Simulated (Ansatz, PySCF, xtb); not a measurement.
Gas-phase reaction R1 → P1, each structure at its B3LYP-D3(BJ)/def2-TZVP stationary point, reached from a drawn start; harmonic modes at that level show minima.
R1, C4F6 (SMILES FC(F)=C(F)C(F)=C(F)F) (charge 0, multiplicity 1):
```xyz
10

F      1.584     0.156     1.370
C      0.673     1.046     1.042
F      0.674     2.073     1.858
C     -0.164     0.909     0.018
F     -1.027     1.916    -0.240
C     -0.235    -0.235    -0.862
F     -0.120     0.019    -2.184
C     -0.406    -1.496    -0.478
F     -0.409    -2.520    -1.297
F     -0.570    -1.868     0.773
```
P1, C4F6 (SMILES FC1=C(F)C(F)(F)C1(F)F) (charge 0, multiplicity 1):
```csv
atom,x (Å),y (Å),z (Å)
F,-1.6719,-1.7919,0.0465
C,-0.7215,-0.8921,0.0809
C,0.4779,-0.8093,0.6630
F,1.1871,-1.5945,1.4342
C,0.7809,0.5584,0.1209
F,1.8224,0.6516,-0.7319
F,0.9071,1.5512,1.0258
C,-0.6350,0.4606,-0.5664
F,-0.6158,0.4832,-1.9153
F,-1.5311,1.3828,-0.1576
```

P less R. No zero-point or thermal terms. One arrangement of each flexible species, with no search for the lowest.

The values were computed with Ansatz (a first-principles code) with Gaussian orbitals; PySCF for the D3/D4 terms; xtb for the GFN methods. Each number belongs to the level named beside it.

### Question
One of these levels gives -0.65 kcal/mol for the reaction energy. Name it.
A. SVWN5/def2-TZVPP
B. GFN2-xTB
C. revPBE-D3(BJ)/def2-TZVPP
D. B3LYP-D3(BJ)/def2-TZVPP

### Answer
B, GFN2-xTB. The others give -11.06 (SVWN5/def2-TZVPP), -8.17 (revPBE-D3(BJ)/def2-TZVPP), -6.26 (B3LYP-D3(BJ)/def2-TZVPP)
